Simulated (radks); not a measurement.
Results of a calculation; reference values are marked as such.
Species: Ir III. Configuration: [Xe] 4f11.5 5d9 6p0.5 (fractional occupations, a model configuration).

Level of theory: scalar-relativistic Kohn-Sham, PBE, spin-unpolarised, spherical densities, point nucleus (a radial shooting solver on a logarithmic mesh with Libxc functionals).

Energy parts (Ry):
total: -35640.1778
kinetic: 39638.0933
electron-nucleus: -88203.5727
Hartree: 13612.6292
exchange-correlation: -687.3275

Orbitals (lengths in bohr, moments of r in powers of bohr; <r^-3> diverges for s and p1/2; r(90%) holds 90 % of the orbital's charge):
orbital	occ.	eigenvalue (Ry)	<1/r>	<r^2>	r(90%)	<r^-3>
1s	2	-5599.797	92.25	0.0004193	0.0318	-
2s	2	-982.8267	21.60	0.006416	0.114	-
2p	6	-854.1887	19.36	0.005365	0.108	23040
3s	2	-233.2028	8.004	0.04147	0.279	-
3p	6	-195.5978	7.337	0.04244	0.286	5218
3d	10	-154.2230	6.915	0.03518	0.269	656.7
4s	2	-52.69952	3.440	0.1999	0.603	-
4p	6	-40.27554	3.122	0.2269	0.647	1261
4d	10	-25.04791	2.805	0.2567	0.702	139.3
5s	2	-9.48590	1.431	1.005	1.35	-
4f	11.5	-8.12422	2.404	0.3106	0.811	27.03
5p	6	-6.09334	1.227	1.324	1.57	223.5
5d	9	-2.21546	0.8895	2.515	2.24	14.87
6p	0.5	-1.12954	0.4059	10.71	4.49	22.47

The highest occupied level is 6p at -15.368 eV. The density falls to 0.001 e/bohr^3 at r = 3.81 bohr. Summed over all electrons, <r^2> = 46.58 bohr^2, which gives a Langevin (diamagnetic) susceptibility term of -36.9 x 10^-6 cm^3/mol.
